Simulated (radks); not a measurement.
Valence configurations of Sm IV (all share [Xe]). Calculated with a radial shooting solver on a logarithmic mesh with Libxc functionals: scalar-relativistic Kohn-Sham, r2SCAN, spin-polarised, spherical densities, finite nucleus; open shells are filled with parallel spins first (spin-orbit coupling, left out, can overturn this in heavy ions); meta-GGA in the generalised Kohn-Sham scheme; Fermi nuclear charge, rms radius 5.0819 fm. Energies are relative to 4f5; eigenvalues in eV for spin up.

valence              E (eV)  moment (Bohr magnetons)    e(4f)    e(5d)    e(6p)    e(6s)
4f5                   0.000                        5  -33.938        -        -        -
4f4 6s1              15.878                        5  -44.092        -        -  -24.901
4f3 5d2              28.695                        5  -48.233  -28.840        -        -
4f3.5 6p1.5          35.168                        5  -51.040        -  -21.132        -
4f3 6s2              41.185                        3  -55.175        -        -  -26.554
4f2 5d3              50.965                        5  -56.038  -30.937        -        -
4f3 6p2              51.361                        5  -57.105        -  -22.310        -
4f1.5 5d3 6p0.5      71.014                        5  -62.465  -33.552  -19.957        -
4f1.5 5d2 6p1.5      84.965                        5  -67.164  -36.484  -22.150        -
4f0.5 5d3 6s1 6p0.5  112.18                        5  -74.688  -37.999  -22.019  -28.798

NIST lists [Xe] 4f5 as the ground configuration; this level of theory agrees among the configurations tried. The energies are those of spherical high-spin densities, not of single terms.
